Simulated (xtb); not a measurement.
ClCrO2 (SMILES [O]=[Cr](=[O])[Cl]), doublet, at a GFN2-xTB geometry (such geometries of metal compounds can be far from the true shape) (the multiplicity is a formal guess). Base run: GFN2-xTB in xtb.

Here is a job for xtb.
```
$ xtb mol.xyz --gfn 2 --uhf 1 --json

# file mol.xyz
4

Cr     0.19490206    -0.26222232     0.20462893
O      1.63014103    -0.61831480    -0.22364150
O     -0.49160131    -0.91348286     1.41900166
Cl    -0.81093925     1.09104218    -0.85141033
```

Each row names what was changed in the base input (with any setting that the change needs).

| change | ΔE vs base (kcal/mol) | dipole (D) | SCF cycles |
|---|---|---|---|
| base | 0.000 | 3.84 | 23 |
| acc = 0.0001 | 0.000 | 3.84 | 29 |
| gbsa = thf | -4.70 | 4.25 | 23 |
| etemp = 5000 | -14.49 | 3.44 | 23 |
| etemp = 10000 | -62.34 | 3.10 | 20 |
| etemp = 1000 | -0.304 | 3.74 | 22 |

ALPB and GBSA are two models with their own fitted parameters for each solvent, which aren't always the measured dielectric constant.
